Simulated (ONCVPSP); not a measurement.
# gadolinium (Gd): one change to an ONCV potential, before and after

ONCVPSP 4.0.1 input, shortened (lines: element, Z, core and valence counts, functional; n l f; lmax; l rc ep ncon nbas qcut; lloc lpopt rc5 dvloc0; l nproj debl; icmod fcfact rcfact), PBEsol, scalar-relativistic:

```
  Gd 64.00    9    5  -116133      upf
    1    0    2.00
    2    0    2.00
    2    1    6.00
    3    0    2.00
    3    1    6.00
    3    2   10.00
    4    0    2.00
    4    1    6.00
    4    2   10.00
    4    3    7.00
    5    0    2.00
    5    1    6.00
    5    2    1.00
    6    0    1.00
    3
    0    2.05    0.00    5    9    5.30
    1    2.15    0.00    4    8    7.80
    2    3.45    0.00    3    7    3.70
    3    1.20    0.00    4    9   16.60
    4    5    1.05    0.00
    0    2    2.70
    1    2    1.30
    2    2    2.10
    3    2    1.60
    0    0.00    0.00
```

Change: d: qcut 5.7.

Cutoffs: the cutoffs (Ha) at which the residual kinetic energy of the hardest occupied pseudo-wave falls to 1 and 0.1 mHa per electron; they do not see the model core or the augmentation charge, which bear on the density cutoff. Errors are all-electron minus pseudo energies relative to the spin-unpolarised reference configuration.

Question: How do hardness, ghosts and transferability respond?

Answer: The potential gets neither clearly harder nor softer (103 Ha and 115 Ha → 103 Ha and 115 Ha); both files keep a bound ghost (s); the lowest positive-energy flag moves from p at 89.2 eV to d at 26.4 eV; of the 4 tests that both files solve, the error grows in 1 and shrinks in 2 by more than 15 % and 0.3 meV (median size 4.8 → 2.7 meV).

| quantity | base | changed |
| --- | --- | --- |
| cutoff, loose | 103 Ha | 103 Ha |
| cutoff, tight | 115 Ha | 115 Ha |
| loose cutoff by channel | s 12 Ha, p 15 Ha, d 5.3 Ha, f 103 Ha | s 12 Ha, p 15 Ha, d 7.5 Ha, f 103 Ha |
| bound ghosts | s | s |
| GHOST(+) flags under 300 eV | p at 89.2 eV, d at 102.9 eV | d at 26.4 eV, p at 89.2 eV |
| error for 4f7 5s2 5p6 5d1 6s2, meV [ΔE -6.67 eV] | +0.9 | +1.5 |
| error for 4f7 5s2 5p6 5d1 6s0, meV [ΔE 12.05 eV] | -8.8 | -3.9 |
| error for 4f7 5s2 5p6 5d0 6s0, meV [ΔE 31.84 eV] | +99 | +7.7 |
| error for 4f7 5s2 5p6 5d1 6s0 6p2, meV [ΔE -0.75 eV] | +0.2 | +0.5 |
| s: phases at 2.08 bohr within 0.05 rad from the reference energy up to (Ha; the scan ends near 5) | to the end of the scan | to the end of the scan |
| p: phases at 2.18 bohr within 0.05 rad from the reference energy up to (Ha; the scan ends near 5) | 3.1 | 3.1 |
| d: phases at 3.49 bohr within 0.05 rad from the reference energy up to (Ha; the scan ends near 5) | 0.2 | 1.0 |
| f: phases at 1.22 bohr within 0.05 rad from the reference energy up to (Ha; the scan ends near 5) | to the end of the scan | to the end of the scan |

 A true bound ghost makes a file unfit for plane-wave use even where its test errors are small: the radial tests pick states by their node count and pass the ghost by.
